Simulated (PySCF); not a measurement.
**Radial density of I⁺ (iodine, charge +1)**

LC-wPBE, [Kr] 4d10 5s2 5p3 6s1, high-spin 5S determinant (an excited configuration). Calculation: PySCF 2.14, in aug-cc-pwCVTZ-DK3 with one added diffuse shell each of s, p, d, f type (11s10p8d5f1g, 125 functions); the spin-free X2C one-electron Hamiltonian (Gaussian nucleus).

```tsv
r (bohr)	4πr²ρ (e/bohr)	4πr²(ρα − ρβ)
0.0268	64.02	0.0287
0.0451	62.56	0.0715
0.0759	87.70	0.0651
0.128	69.96	-0.0093
0.215	72.23	0.1647
0.361	45.11	0.0001
0.608	26.76	0.3965
1.02	16.43	0.0088
1.72	4.540	1.7517
2.89	1.238	0.9309
4.87	0.3038	0.3005
8.18	0.02840	0.0284
13.8	6.456e-05	0.0001
```

Densities and radii are taken from the X2C orbitals without a picture-change correction, which distorts them close to the nucleus.

The outer electron is Rydberg-like, and this basis confines it to a smaller radius and binds it less than a complete one would.

(1) Where is the radial spin density 4πr²(ρα − ρβ) most negative, and why is it negative at all?

Results:

(1) Around r = 0.128 bohr, down to -0.0093 e/bohr: exchange with the open shell polarises the paired shells in an unrestricted calculation.
